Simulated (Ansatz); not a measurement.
SiPt₂⁻. Charge -1, multiplicity 2. Geometry PBE0-D4/def2-TZVP, that of the neutral singlet; atoms count from 1.

| atom | x (Å) | y (Å) | z (Å) |
| --- | --- | --- | --- |
| Pt1 | -1.425 | -0.269 | 1.479 |
| Pt2 | 1.425 | 0.269 | -1.479 |
| Si3 | 0.000 | 0.000 | 0.000 |

In the def2 sets Pt takes a core potential; there is no spin–orbit coupling. The structure comes from a short search, and lower isomers may exist.

(1) Estimate the Mulliken populations from the PBE0/def2-TZVPD orbitals of Ansatz.

(2) Where does the spin sit?

(3) And the Mayer bond orders between bonded heavy atoms (over 0.3)?

Results:

(1) 
```json
{"atom": "Pt1", "charge (e)": "0.03", "spin (α − β)": "0.33", "d electrons": "9.04"}
{"atom": "Pt2", "charge (e)": "0.03", "spin (α − β)": "0.33", "d electrons": "9.04"}
{"atom": "Si3", "charge (e)": "-1.06", "spin (α − β)": "0.34", "d electrons": "–"}
```
Mulliken values and Mayer orders depend strongly on the basis. With diffuse functions, as here, like atoms can get unlike values, and bond orders can come out too low or too high.

(2) Summed by element: Pt 0.66, Si 0.34, of 1 unpaired in all. Largest on single atoms: Si3 0.34, Pt1 0.33, Pt2 0.33.

(3) Pt1–Si3 2.02 (2.07 Å); Pt2–Si3 2.02 (2.07 Å). Values over 0.3 also appear between atoms too far apart for a bond (Pt1–Pt2 0.50 at 4.14 Å); they arise where an orbital or an unpaired electron spreads over both atoms.
